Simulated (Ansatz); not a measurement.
Geometry optimisation, Ansatz, RKS PBE0/def2-SVP.

Input:

```yaml
crystal:
  periodic: [false, false, false]
  atoms:
    - { symbol: C, position_ang: [-0.7653, 0.0231, -0.9174] }
    - { symbol: C, position_ang: [0.0549, -0.2602, 0.0197] }
    - { symbol: "N", position_ang: [0.4318, -1.6122, 0.1924] }
    - { symbol: Sb, position_ang: [0.9425, 1.2766, 1.2867] }
    - { symbol: H, position_ang: [-1.2315, -0.6953, -1.598] }
    - { symbol: H, position_ang: [-1.1165, 1.1138, -1.065] }
    - { symbol: H, position_ang: [1.1767, -1.8514, 0.9598] }
    - { symbol: H, position_ang: [0.1272, -2.3633, -0.4025] }
    - { symbol: H, position_ang: [1.1834, 2.3398, -0.041] }
    - { symbol: H, position_ang: [-0.72, 1.978, 1.5683] }
basis:
  gaussian: { orbitals: def2-SVP }
hamiltonian:
  xc: pbe0
relax:
  f_tol: 0.015
  max_steps: 40
output:
  orbitals: {}
```

Command:

```bash
$ ansatz run input.yaml --threads 2 --pin off --max-ram 3072MiB --backend cpu --events-out ev --progress --plain --runs-dir out
```

Question: Where does it end, and by what steps?

Answer: The forces met the threshold. The force dipped under the threshold on the way, but the program's further checks kept it going. After 17 steps the energy has fallen by 0.661 eV; H10 moved furthest, 0.84 Å.

```tsv
step	energy less start (eV)	largest force component (eV/Å)	accepted
0	0.0000	3.980	yes
1	-0.4362	2.057	yes
2	-0.4892	1.720	yes
3	-0.5996	0.566	yes
4	-0.6446	0.132	yes
5	-0.6521	0.036	yes
6	-0.6560	0.118	yes
7	-0.6532	0.307	no
8	-0.6329	0.740	no
9	-0.6581	0.056	yes
10	-0.6594	0.073	yes
11	-0.6559	0.183	no
12	-0.6607	0.024	yes
13	-0.6566	0.122	no
14	-0.6610	0.010	yes
15	-0.6611	0.046	yes
16	-0.6612	0.037	yes
17	-0.6613	0.014	yes
```

```xyz
10
Properties=species:S:1:pos:R:3
C -0.671 0.030 -1.159
C 0.070 -0.253 -0.075
N 0.231 -1.517 0.466
Sb 1.083 1.293 1.073
H -1.150 -0.771 -1.737
H -0.844 1.055 -1.486
H 1.131 -1.723 0.883
H -0.108 -2.284 -0.107
H 0.588 2.549 0.020
H -0.245 1.570 2.125
```

The run took 54 s on 2 threads of Arm Neoverse V1, with other jobs on the host, peak memory 0.22 GiB.
